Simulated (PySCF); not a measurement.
PySCF 2.14 output of an unrestricted B2PLYP calculation on a single atom or ion in aug-cc-pVTZ-PP with one added diffuse shell each of s, d, f type with ECP10MDF (7s5p5d3f, 68 functions), with scalar relativity through the core potential:

```
SCF conv_tol = 1e-09
number electrons alpha = 11  beta = 9
    A. D. Becke.,  Phys. Rev. A 38, 3098 (1988)
    C. Lee, W. Yang, and R. G. Parr.,  Phys. Rev. B 37, 785 (1988)
    B. Miehlich, A. Savin, H. Stoll, and H. Preuss.,  Chem. Phys. Lett. 157, 200 (1989)
cycle= 1 E= -257.796464662344  delta_E= -0.00218  |g|= 0.0155  |ddm|= 0.482
cycle= 2 E= -257.796566148503  delta_E= -0.000101  |g|= 0.00564  |ddm|= 0.134
cycle= 3 E= -257.79657798133  delta_E= -1.18e-05  |g|= 0.000529  |ddm|= 0.0272
cycle= 4 E= -257.796579988035  delta_E= -2.01e-06  |g|= 0.000217  |ddm|= 0.0185
cycle= 5 E= -257.796580731442  delta_E= -7.43e-07  |g|= 0.000118  |ddm|= 0.0056
cycle= 6 E= -257.796581064502  delta_E= -3.33e-07  |g|= 9.86e-06  |ddm|= 0.00495
cycle= 7 E= -257.796581065872  delta_E= -1.37e-09  |g|= 6.61e-07  |ddm|= 0.000393
cycle= 8 E= -257.796581065873  delta_E= -1.31e-12  |g|= 8.87e-08  |ddm|= 7.99e-06
converged SCF energy = -257.796581065873  <S^2> = 2.0004112  2S+1 = 3.0002741
```

The run itself started from symmetry-adapted Hartree-Fock orbitals and held the occupation by maximum overlap, on a logarithmic radial grid, so the iterations belong to that start.

Question: Which element, charge and spin multiplicity is this?

Answer: Ga⁺ (gallium, charge +1), multiplicity 3; the state was [Ar] 3d9 4s2 5s1, high-spin 3D determinant (an excited configuration). The SCF energy lacks the PT2 part of the double hybrid.

Energies and moments cover only the electrons outside the core potential. The outer electron is Rydberg-like, and this basis confines it to a smaller radius and binds it less than a complete one would.
